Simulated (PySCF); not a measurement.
CH6Al2O4, SMILES [OH][Al]([OH])[CH2][Al]([OH])[OH]. Geometry optimised at PBE0-D3(BJ)/def2-SVP. The structure was generated by enumeration; whether it is a known compound was not checked. Other conformers were not sampled.

Computed equilibrium geometry at PBE0-D3(BJ)/def2-SVP (PySCF confirms it by a frequency run) as a Z-matrix (one conformer of several):
```
C
H 1 1.1008
H 1 1.1084 2 107.54
Al 1 1.9232 2 115.83 3 118.48
O 4 1.7032 1 130.57 2 -6.72
H 5 0.9578 4 126.16 1 -5.01
O 4 1.7188 5 115.61 6 179.53
H 7 0.9597 4 123.28 5 -5.40
Al 1 1.9422 2 113.24 3 -116.06
O 9 1.7027 1 121.28 2 19.01
H 10 0.9589 9 122.77 1 -176.30
O 9 1.7044 10 120.04 11 0.06
H 12 0.9701 9 115.19 10 -172.94
```
